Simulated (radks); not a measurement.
Polarisability of the oxygen ion O2+, [He] 2s2 2p2, at imaginary frequency. Calculated with a radial shooting solver on a logarithmic mesh with Libxc functionals: non-relativistic Kohn-Sham, LDA (Slater exchange, Perdew-Wang correlation), spin-unpolarised, spherical densities, point nucleus. Response by self-consistent Sternheimer equations with the Hartree and adiabatic LDA kernel.

w (hartree)  alpha1(iw) (bohr^3)
0.00266                    1.670
0.0143                     1.670
0.0360                     1.668
0.0697                     1.660
0.118                      1.641
0.186                      1.600
0.280                      1.523
0.413                      1.391
0.605                      1.196
0.892                     0.9500
1.35                      0.6788
2.12                      0.4171
3.59                      0.2045
6.94                     0.07121
17.5                     0.01416

Static values: alpha1 = 1.670 bohr^3 (0.2475 angstrom^3; uncoupled 2.533). C6 = 2.278, triple-dipole C9 = 2.664 atomic units. One-pole (London) frequency 4 C6 / (3 alpha1^2) = 1.089 hartree, against 1.593 for minus the highest occupied eigenvalue. The dipole shielding factor is 0.750, as the force sum rule N/Z = 0.750 demands.
